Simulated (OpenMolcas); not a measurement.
Levels of Ne III by method

```
Program             : OpenMolcas
Basis               : ANO-L-VTZP [4s3p2d1f]
Scalar Hamiltonian  : non-relativistic, point nucleus
Active space        : 4 electrons in 3 orbitals (2p)
State averaging     : 2S+1 = 3 even, 3 roots; 2S+1 = 1 even, 6 roots
Spin-orbit coupling : state interaction with AMFI integrals over the reference wave functions, term energies averaged over their components
```

Methods on the same reference wave functions:
A. CASSCF
B. SS-CASPT2, IPEA 0.25 Eh, imaginary shift 0.1 Eh (closed shells correlated: 1s 2s)

Energies in cm-1 above 2s2 2p4 3P2, the measured ground level; measured values from Moore, Atomic Energy Levels, vol. I, NSRDS-NBS 35 (1971 reprint of NBS Circular 467, 1949).

| Level | A | B | Measured |
| --- | --- | --- | --- |
| 2s2 2p4 3P2 | 0.0 | 0.0 | 0.0 |
| 2s2 2p4 3P1 | 591 | 592 | 650 |
| 2s2 2p4 3P0 | 874 | 872 | 927 |
| 2s2 2p4 1D2 | 27928 | 26340 | 25841 |
| 2s2 2p4 1S0 | 69114 | 58920 | 55747 |

Deviations, from unrounded energies. A percentage is the sum of absolute deviations over the sum of measured energies, with the sign that they share, or ± where signs differ.

```csv
Against measurement,Levels,A,B
mean absolute deviation (cm-1),4,3900,950
fine structure of the ground term (%),2,-7.1,-7.2
other terms of the ground configuration (%),2,+18.9,+4.5
```

B lies closest to measurement on these levels. The largest miss of B in the table is 2s2 2p4 1S0, by +3200 cm-1. The ranking rests on the paired levels alone, and a cruder setting can come out closer through cancelling errors.

From A to B the spin-free energies of the other terms of 2s2 2p4 shown, above 3P, scale by factors of 0.85 to 0.94.

The lowest spin-free term lies below A's lowest term by 0.170 hartree in B.

CASPT2 breaks the degeneracy within a term, and the mean is taken; among the terms shown or strongly mixed into the levels shown the widest spread is 56 cm-1 (2s2 2p4 1D, B). With the s shell closed, the reference lacks s² → p² mixing. Computed and measured levels are paired by configuration, term and J; levels that our copy of the source lacks, or whose pairing is in doubt (as where it misses far off the trend of its configuration), stay unpaired and out of the deviations. Only configurations of the active space appear.
